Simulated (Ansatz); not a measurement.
CH$_{3}$Mg, charge +2, quartet, at a GFN2-xTB geometry of the parent state (such geometries of metal compounds can be far from the true shape) (a state made from the parent by changing its charge; the spin is typed, not shown lowest); PBE0/6-31G* (Ansatz, an electronic-structure program).

The Ansatz input:
Ansatz 0.2 input:
```yaml
crystal:
  periodic: [false, false, false]
  atoms:
    - {symbol: Mg, position_ang: [-0.66340694, -0.39668681, -0.52537335]}
    - {symbol: C, position_ang: [0.81021333, 0.48447027, 0.64163406]}
    - {symbol: H, position_ang: [1.31116875, -0.33067603, 1.18338454]}
    - {symbol: H, position_ang: [0.29824984, 1.18120060, 1.32087899]}
    - {symbol: H, position_ang: [1.49018477, 1.00289557, -0.04958766]}
basis:
  gaussian:
    orbitals: 6-31G*
hamiltonian:
  xc: pbe0
total_charge: 2
magnetization: {spin_polarized: true, initial_magnetization: 3}
```

Q: Predict the main parts of the log of this Ansatz run.

A: 
```
Functional definition: PBE0
375 factors; integrals over basis functions are off by at most 5.7e-4 eV
mean field evaluation 1: about -6485.6285 eV, gradient 3.6e1 eV
mean field evaluation 2: about -6489.9875 eV, gradient 2.7e1 eV
mean field evaluation 4: about -6494.2176 eV, gradient 6.6e-1 eV
mean field evaluation 8: about -6494.3161 eV, gradient 4.9e-2 eV
mean field evaluation 16: about -6494.3161 eV, gradient 3.5e-4 eV
mean field evaluation 32: about -6494.2999 eV, gradient 1.1e-1 eV
mean field -6494.31607404 eV, -238.6617137154 hartree, gradient 4.0e-7 eV, S^2 3.753108; 1 other end points of the search recorded, 0 dependent functions left out
reference -6494.31611350 eV, -238.6617151657 hartree; 11, 8 occupied and 29, 32 virtual orbitals, 375 factors
Total energy: -6494.31611350 eV, -238.6617151657 hartree
```
